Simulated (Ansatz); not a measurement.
Born–Oppenheimer molecular dynamics of Cl$_{4}$Ge (5 atoms, charge 0, multiplicity 1). It goes on from the last frame of an earlier run, with new velocities.

The calculation used Ansatz 0.2.0, RKS PBE/def2-SVP.

```json
{"ensemble": "NVE (velocity Verlet)", "time step": "1 fs", "steps asked": "250", "starting velocities drawn for": "500 K", "seed": "500621"}
```

First frame:

```xyz
5
Properties=species:S:1:pos:R:3
Ge -0.029 -0.016 0.041
Cl 0.046 0.068 2.192
Cl 1.985 -0.028 -0.729
Cl -1.009 1.751 -0.730
Cl -0.961 -1.758 -0.815
```

(1) How far do the bonds stretch over the last three quarters of this one trajectory? (Pairs bonded in most of those frames.)

Answers

(1) 
| bond | mean (Å) | spread (Å) | shortest | longest |
| --- | --- | --- | --- | --- |
| Ge1–Cl2 | 2.151 | 0.027 | 2.10 | 2.21 |
| Ge1–Cl3 | 2.156 | 0.030 | 2.11 | 2.20 |
| Ge1–Cl4 | 2.156 | 0.024 | 2.11 | 2.20 |
| Ge1–Cl5 | 2.160 | 0.047 | 2.08 | 2.24 |

Mean temperature of the second half: 316 K. The conserved energy stayed within 0.02 meV per atom of its start (net change 0.018 meV per atom), so the integration is sound. A run of 0.25 ps of so small a system gives no equilibrium averages.

The run took 7.3 min on 2 threads of Arm Neoverse V1, with other jobs on the host, peak memory 0.17 GiB.
